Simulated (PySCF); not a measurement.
PySCF 2.14 output of an unrestricted r2SCANh calculation on a single atom or ion in aug-cc-pVTZ-PP with ECP28MDF, with a scalar-relativistic core potential:

```
SCF conv_tol = 1e-09
number electrons alpha = 10  beta = 9
    M. Bursch, H. Neugebauer, S. Ehlert, and S. Grimme.,  J. Chem. Phys. 156, 134105 (2022)
cycle= 1 E= -146.691787031345  delta_E= -0.0032  |g|= 0.055  |ddm|= 0.115
cycle= 2 E= -146.691235865762  delta_E= 0.000551  |g|= 0.0767  |ddm|= 0.0589
cycle= 3 E= -146.692597908787  delta_E= -0.00136  |g|= 0.00257  |ddm|= 0.0299
cycle= 4 E= -146.69259993759  delta_E= -2.03e-06  |g|= 0.000137  |ddm|= 0.00273
cycle= 5 E= -146.692599953274  delta_E= -1.57e-08  |g|= 1.47e-05  |ddm|= 0.000854
cycle= 6 E= -146.692599953475  delta_E= -2.01e-10  |g|= 4.97e-06  |ddm|= 6.29e-05
converged SCF energy = -146.692599953475  <S^2> = 0.75003136  2S+1 = 2.0000314
```

The run itself started from symmetry-adapted Hartree-Fock orbitals and held the occupation by maximum overlap, on a logarithmic radial grid, so the iterations belong to that start.

Q: Which element, charge and spin multiplicity is this?

A: Ag (silver, neutral), multiplicity 2; the state was [Kr] 4d10 5d1, 2D determinant (an excited configuration).

Energies and moments cover only the electrons outside the core potential. The outer electron is Rydberg-like, and this basis confines it to a smaller radius and binds it less than a complete one would. At r2SCANh the highest occupied level has a positive energy, so only the finite basis holds that electron; for this excited configuration the basis is too tight for the outer shell.
